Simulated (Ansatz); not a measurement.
`C[S][Hf]([OH])([F])[Cl]` + `[F][Zn][Br]` → `[OH][Hf]([F])([Cl])[Br]` + `C[S][Zn][F]`  (redistribution)

Gas-phase electronic energies from Ansatz, PBE0-D4/def2-TZVP geometries. CCSD(T)/CBS adds triple-zeta CCSD(T) − MP2 to the extrapolated MP2 energy (def2 sets, frozen cores). DFT in def2-TZVPP. Elements past krypton have def2 core potentials. For Br, Hf, Zn outer-core shells are correlated without core-valence functions, which leaves a few kJ/mol of doubt a bond. Scalar relativity is left out up to krypton. One conformer a species, not always the lowest.

Question: Is it downhill or uphill in electronic energy at CCSD(T)/CBS, and by how much? (An estimate is asked.)

Answer: Ansatz gave: Downhill: ΔE = -17.5 kJ/mol.

Question: What do these levels give: PBE-D4, ωB97X-V, ωB97M-V, PBE, r2SCAN, MP2/def2-TZVPP? (Estimate.)

Answer: The calculation gave: PBE-D4 -24.2, ωB97X-V -20.6, ωB97M-V -21.8, PBE -25.7, r2SCAN -24.4, MP2/def2-TZVPP -22.4 kJ/mol.

Largest T1 diagnostic among the species: 0.015.

From PBE to PBE0 (25 % exact exchange), in def2-TZVPP and without D4, ΔE moves by +3.3 kJ/mol. In def2-TZVPP, CCSD(T) changes the Hartree–Fock value by −5.4 kJ/mol (the triples alone add −0.3 kJ/mol) and MP2 by −8.4 kJ/mol.
